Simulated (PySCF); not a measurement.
BF, SMILES F[B] (connectivity only; charge and spin as stated), charge +1, multiplicity 2.

Coordinates come from a B3LYP-D3(BJ)/def2-TZVPD optimisation.

Two levels are set side by side: PBE/def2-TZVPD (PySCF) and r2SCAN/def2-TZVPD (PySCF). Same geometry, gas phase. Differences are taken from unrounded values.

```csv
quantity,r2SCAN
α-spin orbital gap (eV),7.06
β-spin orbital gap (eV),8.86
mean polarisability (bohr³),9.6
```

Question: What does PBE give, and how far is it from r2SCAN? (The exact figures need the calculation; the answer reports its results.)

Answer: 
```json
[
 {"quantity": "α-spin orbital gap (eV)", "PBE": "6.24", "PBE minus r2SCAN": "-0.82"},
 {"quantity": "β-spin orbital gap (eV)", "PBE": "7.51", "PBE minus r2SCAN": "-1.35"},
 {"quantity": "mean polarisability (bohr³)", "PBE": "9.8", "PBE minus r2SCAN": "0.2"}
]
```

Rough cost on one machine, each run with all the roots and properties that it gave: r2SCAN against PBE within a factor of 2.
